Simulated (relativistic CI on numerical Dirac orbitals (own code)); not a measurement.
# Calculated levels, P¹⁴⁺

Calculated at this level of theory: Dirac equation for one electron, model QED (radiative potential, 1s self-energy scaled to tabulated hydrogen-like ionisation energies) (own radial code, finite nucleus).

Configuration list: 1s, 2s, 2p, 3s, 3p, 3d, 4s, 4p, 4d, 4f, 5s, 5p, 5d, 5f, 5g, 6s, 6p, 6d. Levels of other configurations are missing.

The lowest level is 1s 2S_1/2, with 100 % of that term; Hund's rules for 1s give 2S with J = 1/2, in agreement.

```csv
No.,Configuration,Term,J,E (eV),%,Landé g
1,1s,2S,1/2,0.00,100,1.994
2,2p,2P°,1/2,2301.65,100,0.664
3,2s,2S,1/2,2301.74,100,2.000
4,2p,2P°,3/2,2303.97,100,1.333
5,3p,2P°,1/2,2728.68,100,0.665
6,3s,2S,1/2,2728.71,100,2.001
7,3d,2D,3/2,2729.37,100,0.799
8,3p,2P°,3/2,2729.37,100,1.333
9,3d,2D,5/2,2729.59,100,1.200
10,4p,2P°,1/2,2878.05,100,0.665
11,4s,2S,1/2,2878.06,100,2.002
12,4d,2D,3/2,2878.34,100,0.799
13,4p,2P°,3/2,2878.34,100,1.334
14,4f,2F°,5/2,2878.43,100,0.856
15,4d,2D,5/2,2878.43,100,1.200
16,4f,2F°,7/2,2878.48,100,1.143
17,5p,2P°,1/2,2947.14,100,0.666
18,5s,2S,1/2,2947.15,100,2.002
19,5d,2D,3/2,2947.29,100,0.799
20,5p,2P°,3/2,2947.29,100,1.334
21,5f,2F°,5/2,2947.34,100,0.857
22,5d,2D,5/2,2947.34,100,1.200
23,5g,2G,7/2,2947.36,100,0.888
24,5f,2F°,7/2,2947.36,100,1.143
25,5g,2G,9/2,2947.38,100,1.111
26,6p,2P°,1/2,2984.66,100,0.666
27,6s,2S,1/2,2984.66,100,2.002
28,6d,2D,3/2,2984.74,100,0.799
29,6p,2P°,3/2,2984.74,100,1.334
30,6d,2D,5/2,2984.77,100,1.200
```

Energies count from the lowest computed level; ° marks odd parity.
